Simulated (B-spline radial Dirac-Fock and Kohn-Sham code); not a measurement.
Z = 56 (barium), transition energy 1710 keV. Model: a Dirac-Hartree-Slater potential of the neutral atom with a Latter tail (no hole, which puts coefficients of high multipoles low close above an edge), finite nucleus with surface currents. Program: an atomic code on a B-spline grid. Subshells that would emit electrons below 1 keV are left out, and so is internal pair formation.

Question: A pure transition shows α(K) = 0.000259, L1/L2 = 55.9 and L1/L3 = 35.0. What is its multipolarity?
A. E1
B. E4
C. M1
D. M2
E. M3
F. E3
G. M4
H. E2

Answer: A. For comparison, α(K), L1/L2, L1/L3 are E2 0.000533, 25.7, 40.0; E3 0.000963, 13.6, 39.4; E4 0.00163, 8.46, 34.6; M1 0.000652, 36.5, 93.7; M2 0.00140, 25.1, 121; M3 0.00246, 18.3, 86.2; M4 0.00405, 14.0, 48.0.

Values without a named source are computed, but for edge energies of neutral atoms, which are taken from tables.
